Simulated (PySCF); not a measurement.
**A small calculation by hand: chemical shift, span and skew from a shielding tensor**

Se(F)(SiH3) (FH₃SeSi), SMILES F[Se][SiH3]. Atoms are numbered in the order given.

```xyz
6

Se     0.4294    -0.5453     0.0000
F     -1.2315    -1.2396     0.0000
Si    -0.1944     1.6657     0.0000
H     -0.9689     2.0205     1.2249
H     -0.9689     2.0205    -1.2249
H      1.1440     2.3349     0.0000
```
Charge 0, spin multiplicity 1.

The structure is a stationary point at PBE-D3(BJ)/def2-TZVP.

GIAO shieldings from B3LYP/pcSseg-2 (PySCF), non-relativistic, no solvent. The symmetric part of the tensor of Se1 has the principal values -3207.5, -416.4, 2467.2 ppm. The same nucleus in Me2Se has σ = 1646.2 ppm at this level (PySCF, at its B3LYP-D3(BJ)/def2-TZVP geometry).

Work out the isotropic shielding, the ⁷⁷Se shift against Me2Se, the span and the skew.


σ(iso) = (σ11 + σ22 + σ33)/3 = -385.6 ppm. δ = σ(ref) − σ(iso) = 1646.2 − (-385.6) = 2031.8 ppm.
Span Ω = σ33 − σ11 = 5674.7 ppm. Skew κ = 3(σ(iso) − σ22)/Ω = 0.02. Tumbling in solution averages the tensor to δ; in a static solid the shielding alone would spread this spin-1/2 line over Ω.
